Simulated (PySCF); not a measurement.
## The second ionisation energy along group 12

Calculated with PySCF 2.14 from differences of total energies of unrestricted determinants, without spin-orbit coupling. Values in eV. The last column holds reference values (NIST; (s) semi-empirical, (t) theoretical, else measured). Unmarked ones compare directly (S terms, centres of terms, or small fine structure); those marked * lie between the lowest fine-structure levels and include a spin-orbit shift.

```csv
element,configurations,UHF,MP2 (valence),SCS-MP2 (valence),CCSD (valence),CCSD(T) (valence),reference
"Zn (def2-SVP, non-relativistic)",[Ar] 3d10 4s1 → [Ar] 3d10,16.432,16.785,16.736,16.755,16.777,17.964
"Cd (def2-SVP with the def2 core potential (28 electrons), ECP)",[Kr] 4d10 5s1 → [Kr] 4d10,15.588,16.298,16.185,16.242,16.271,16.908
"Hg (def2-SVP with the def2 core potential (60 electrons), ECP)",[Xe] 4f14 5d10 6s1 → [Xe] 4f14 5d10,17.160,18.444,18.280,18.286,18.303,18.757
```

| method | elements | mean error (eV) | mean absolute error (eV) | largest error (eV) |
| --- | --- | --- | --- | --- |
| UHF | 3 | -1.483 | 1.483 | -1.597 |
| MP2 (valence) | 3 | -0.701 | 0.701 | -1.180 |
| SCS-MP2 (valence) | 3 | -0.809 | 0.809 | -1.228 |
| CCSD (valence) | 3 | -0.782 | 0.782 | -1.209 |
| CCSD(T) (valence) | 3 | -0.760 | 0.760 | -1.187 |

Errors include the incompleteness of the basis and the frozen core.

"Valence" correlates the outer s and p shells and, in groups 3 to 12 and the f block, the outer d or f shell, open or full, or the next shell where the ion has no valence electron left; the wider scheme adds the next inner shell.
